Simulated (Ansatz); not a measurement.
C$_{3}$H$_{3}$F$_{3}$O (`FC(F)[C@H]1O[C@H]1F`), 10 atoms. Charge 0, multiplicity 1. All runs use 4 threads of a server CPU on a shared host. Correlated methods freeze the cores.

Question: How many basis functions does each run have, and how long does it take in Ansatz? RKS ωB97M-V/def2-SVP energy; RHF-MP2/def2-QZVPP energy; RKS r2SCANh-D4/def2-TZVPP energy; RHF-CCSD(T)/def2-SVP energy; RKS ωB97M-V/def2-QZVPP energy; RKS PBE0-D4/def2-TZVP frequencies; RKS PBE0-D4/def2-TZVP relaxation (6 steps); RKS PBE-D4/def2-TZVPP energy and forces; direct RPA on PBE orbitals/def2-TZVPP energy; RKS revPBE-D4/def2-TZVPP energy; RKS B2PLYP (frozen core)/def2-TZVPP energy; RKS PBE0-D4/def2-SVP energy. (Best estimate.)

Answer: Ansatz gave: Other jobs shared the machine, so times are rough.

| level | job | functions | wall time | peak host memory (GiB) |
| --- | --- | --- | --- | --- |
| RKS PBE0-D4/def2-SVP | energy | 113 | 1.1 s | 0.26 |
| RKS revPBE-D4/def2-TZVPP | energy | 259 | 2.1 s | 0.33 |
| RKS PBE-D4/def2-TZVPP | energy and forces | 259 | 2.5 s | 0.33 |
| RKS ωB97M-V/def2-SVP | energy | 113 | 4.1 s | 0.35 |
| RKS r2SCANh-D4/def2-TZVPP | energy | 259 | 5 s | 0.66 |
| RKS B2PLYP (frozen core)/def2-TZVPP | energy | 259 | 6 s | 0.75 |
| direct RPA on PBE orbitals/def2-TZVPP | energy | 259 | 6.5 s | 0.68 |
| RHF-CCSD(T)/def2-SVP | energy | 113 | 13 s | 0.71 |
| RKS ωB97M-V/def2-QZVPP | energy | 489 | 18 s | 2.1 |
| RKS PBE0-D4/def2-TZVP | relaxation (6 steps) | 235 | 26 s | 0.64 |
| RHF-MP2/def2-QZVPP | energy | 489 | 26 s | 3.3 |
| RKS PBE0-D4/def2-TZVP | frequencies | 235 | 2.5 min | 0.64 |
